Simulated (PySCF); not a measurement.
Species: C5H3F3.
Atom-mapped SMILES: `[CH:1]#[C:2]/[CH:3]=[CH:4]\[C:5]([F:6])([F:7])[F:8]` (hydrogens: H9 on C1; H10 on C3; H11 on C4)

Geometry (PBE0-D3(BJ)/def2-SVP, Å), atoms numbered from 1 in this order:
```
atom  x, y, z in Å
C1     2.437    0.516    0.555
C2     1.287    0.800    0.293
C3    -0.046    1.179   -0.014
C4    -1.068    0.343   -0.249
C5    -0.958   -1.154   -0.221
F6    -0.590   -1.606    0.981
F7    -0.068   -1.609   -1.104
F8    -2.138   -1.708   -0.515
H9     3.453    0.251    0.786
H10   -0.243    2.256   -0.059
H11   -2.061    0.734   -0.479
```

Level of theory: core-valence-separated Tamm–Dancoff BHandHLYP/aug-pcX-1 (pcseg-1 on H) in PySCF, non-relativistic, gas phase, PBE0-D3(BJ)/def2-SVP geometry. No empirical shift is added; at this level the pattern usually sits a few eV under experiment.

The lowest roots of each edge with f over 0.003 (five at most, numbered afresh; weaker and dark ones are left out), with transition dipoles (au) in the frame of the coordinates:

```
root  edge  E (eV)       f       μx       μy       μz
   1     C  282.31  0.0544  -0.0199   0.0001   0.0864
   2     C  282.74  0.0377  -0.0164  -0.0001   0.0719
   3     C  282.76  0.0720  -0.0228   0.0000   0.0994
   4     C  283.21  0.0285   0.0142  -0.0001  -0.0625
   5     C  283.69  0.0757  -0.0258  -0.1010  -0.0058
   6     F  685.56  0.0135   0.0128  -0.0171   0.0186
   7     F  685.58  0.0121  -0.0186   0.0150   0.0122
   8     F  687.42  0.0311   0.0366   0.0204   0.0095
   9     F  687.74  0.0073   0.0079  -0.0041  -0.0188
  10     F  687.74  0.0066   0.0173   0.0090   0.0036
```

Problem. Molecules are fixed in this frame and the field points along (1, 1, 0)/√2. What effective strengths 3 f cos²θ do the roots have (θ between field and μ)?

Solution. root 1 (C4): 0.004, root 2 (C1): 0.003, root 3 (C3): 0.005, root 4 (C2): 0.002, root 5 (C2): 0.168, root 6 (F6/F7): 0.000, root 7 (F6/F7): 0.000, root 8 (F8): 0.082, root 9 (F6/F7/F8): 0.000, root 10 (F6/F7/F8): 0.018. Root 5 is the strongest. Averaged over all orientations cos²θ is 1/3, which gives f back.

